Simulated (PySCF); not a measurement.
C3H3BrF2, SMILES FC(F)/C=C\Br. Atoms are numbered in the order given.

```xyz
9

F     -0.3214     2.4670    -1.0961
C     -0.2693     1.6598     0.0000
F     -0.3214     2.4670     1.0961
C      1.0199     0.9033     0.0000
C      1.1690    -0.4208     0.0000
Br    -0.2470    -1.6827     0.0000
H     -1.1572     1.0081     0.0000
H      1.9203     1.5272     0.0000
H      2.1495    -0.8994     0.0000
```

Coordinates come from a B3LYP-D3(BJ)/def2-SVP optimisation. The structure was generated by enumeration; whether it is a known compound was not checked. The values are those of a single conformer.

Method: PySCF with TDA-LC-ωPBE/def2-SVPD.

Vertical excitations. The molecule is in vacuum. State labels are in the subgroup Cs.

Computed UV-visible absorptions:
```csv
state,symmetry,energy (eV),λ (nm),f,main pairs
S1,A",6.32,196,0.000,"HOMO→LUMO+1 71 %, HOMO→LUMO+3 12 %"
S2,A',6.93,179,0.044,HOMO−1→LUMO+1 66 %
S3,A',6.98,178,0.292,HOMO→LUMO 85 %
S4,A",7.01,177,0.000,HOMO−1→LUMO 95 %
S5,A",8.01,155,0.000,HOMO−2→LUMO 86 %
S6,A",8.13,153,0.009,HOMO→LUMO+2 76 %
S7,A",8.66,143,0.049,"HOMO→LUMO+3 58 %, HOMO−3→LUMO+1 11 %"
S8,A',8.80,141,0.040,"HOMO−1→LUMO+2 45 %, HOMO−1→LUMO+3 29 %, HOMO−3→LUMO 8 %"
S9,A",8.85,140,0.004,"HOMO−3→LUMO+1 54 %, HOMO−3→LUMO+3 12 %"
S10,A',9.12,136,0.448,"HOMO−3→LUMO 60 %, HOMO−1→LUMO+2 11 %"
T1,A',3.96,313,0,"HOMO→LUMO 76 %, HOMO−3→LUMO 18 %"
T2,A",5.62,220,0,"HOMO→LUMO+1 65 %, HOMO→LUMO+3 14 %"
T3,A',6.06,204,0,"HOMO−1→LUMO+1 66 %, HOMO−1→LUMO+3 14 %"
T4,A",6.78,183,0,HOMO−1→LUMO 88 %
```
Triplets are in the Tamm–Dancoff approximation.
